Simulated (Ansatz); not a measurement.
What each rung costs, and what it gives

Saddle point of SiH2OF4, closed shell (SiHOF₃ ([OH][Si]([F])([F])[F]) + HF → SiF₄ ([F][Si]([F])([F])[F]) + H₂O; bonds formed: Si1–F7, O2–H6; bonds broken: Si1–O2, H6–F7), PBE0-D4/def2-TZVP structure:

| atom | x (Å) | y (Å) | z (Å) |
| --- | --- | --- | --- |
| Si1 | -0.4045 | 0.1619 | -0.4265 |
| O2 | 0.4509 | -0.7419 | 0.8048 |
| F3 | -0.2233 | -0.3060 | -1.9155 |
| F4 | -0.8061 | 1.6642 | -0.1655 |
| F5 | -1.8044 | -0.5301 | -0.0726 |
| H6 | 1.3289 | -0.0417 | 0.5172 |
| F7 | 1.3970 | 0.7134 | -0.4070 |
| H8 | 0.0616 | -0.9198 | 1.6651 |

Barriers are electronic and count from the start structure reached by relaxing down the imaginary mode.

Program: Ansatz 0.2.0. Basis: as named in each row. Cores are frozen in the correlated methods. B3LYP uses VWN-RPA correlation. Extrapolation: Hartree–Fock as exp(−7.88 √X), correlation as X^−2.97.

Times are rough, for one single point on 8 threads of a shared host (Arm Neoverse V1).

The estimate by CCSD(T) at an estimated basis limit (MP2 extrapolated from triple and quadruple zeta, plus CCSD(T) − MP2 in triple zeta) is 23.65 kcal/mol.

```json
{"method": "HF", "basis": "STO-3G", "time (s)": "under 1", "barrier (kcal/mol)": "16.11", "method less estimate": "-7.55"}
{"method": "PBE-D4", "basis": "STO-3G", "time (s)": "under 1", "barrier (kcal/mol)": "-24.50", "method less estimate": "-48.15"}
{"method": "SPW92", "basis": "def2-SVP", "time (s)": "under 1", "barrier (kcal/mol)": "-3.57", "method less estimate": "-27.23"}
{"method": "PBE-D4", "basis": "def2-SVP", "time (s)": "under 1", "barrier (kcal/mol)": "6.64", "method less estimate": "-17.01"}
{"method": "B3LYP-D4", "basis": "6-31G", "time (s)": "under 1", "barrier (kcal/mol)": "1.18", "method less estimate": "-22.47"}
{"method": "PBE0-D4", "basis": "def2-SVP", "time (s)": "under 1", "barrier (kcal/mol)": "10.49", "method less estimate": "-13.16"}
{"method": "SPW92", "basis": "def2-TZVPP", "time (s)": "under 1", "barrier (kcal/mol)": "8.14", "method less estimate": "-15.52"}
{"method": "PBE-D4", "basis": "def2-TZVPP", "time (s)": "1", "barrier (kcal/mol)": "18.04", "method less estimate": "-5.61"}
{"method": "BLYP-D4", "basis": "def2-TZVPP", "time (s)": "1", "barrier (kcal/mol)": "22.15", "method less estimate": "-1.50"}
{"method": "BHLYP-D4", "basis": "def2-TZVPP", "time (s)": "1", "barrier (kcal/mol)": "25.40", "method less estimate": "1.75"}
{"method": "PBE0-D4", "basis": "def2-TZVPP", "time (s)": "1", "barrier (kcal/mol)": "20.44", "method less estimate": "-3.22"}
{"method": "B3LYP-D4", "basis": "def2-TZVPP", "time (s)": "1", "barrier (kcal/mol)": "23.17", "method less estimate": "-0.48"}
{"method": "CAM-B3LYP-D4", "basis": "def2-TZVPP", "time (s)": "1", "barrier (kcal/mol)": "21.20", "method less estimate": "-2.45"}
{"method": "r2SCAN-D4", "basis": "def2-TZVPP", "time (s)": "2", "barrier (kcal/mol)": "18.11", "method less estimate": "-5.55"}
{"method": "wB97M-V", "basis": "def2-SVP", "time (s)": "2", "barrier (kcal/mol)": "9.54", "method less estimate": "-14.11"}
{"method": "r2SCAN0-D4", "basis": "def2-TZVPP", "time (s)": "2", "barrier (kcal/mol)": "20.15", "method less estimate": "-3.50"}
{"method": "B2PLYP", "basis": "def2-TZVPP", "time (s)": "2", "barrier (kcal/mol)": "23.39", "method less estimate": "-0.27"}
{"method": "RPA on PBE", "basis": "def2-TZVPP", "time (s)": "2", "barrier (kcal/mol)": "23.07", "method less estimate": "-0.58"}
{"method": "PBE-QIDH", "basis": "def2-TZVPP", "time (s)": "3", "barrier (kcal/mol)": "21.90", "method less estimate": "-1.75"}
{"method": "wB97X-V", "basis": "def2-TZVPP", "time (s)": "3", "barrier (kcal/mol)": "20.85", "method less estimate": "-2.80"}
{"method": "CCSD(T)", "basis": "def2-SVP", "time (s)": "3", "barrier (kcal/mol)": "17.66", "method less estimate": "-6.00"}
{"method": "wB97M-V", "basis": "def2-TZVPP", "time (s)": "4", "barrier (kcal/mol)": "20.16", "method less estimate": "-3.49"}
{"method": "B97M-V", "basis": "def2-TZVPP", "time (s)": "4", "barrier (kcal/mol)": "22.13", "method less estimate": "-1.52"}
{"method": "MP2", "basis": "def2-QZVPP", "time (s)": "8", "barrier (kcal/mol)": "23.19", "method less estimate": "-0.46"}
{"method": "CCSD(T)", "basis": "def2-TZVPP", "time (s)": "100", "barrier (kcal/mol)": "23.40", "method less estimate": "-0.26"}
```

All methods are single points on the PBE0-D4 structures; a negative value means that the method puts the saddle structure below the start.

No T1 diagnostic of these runs exceeds 0.012.

Steps of this kind, hydrogen fluoride cutting a network bond, underlie vapour etching and the fluorination step of atomic layer etching.

Labels in which every atom is bracketed show which atoms are joined, not bond orders.
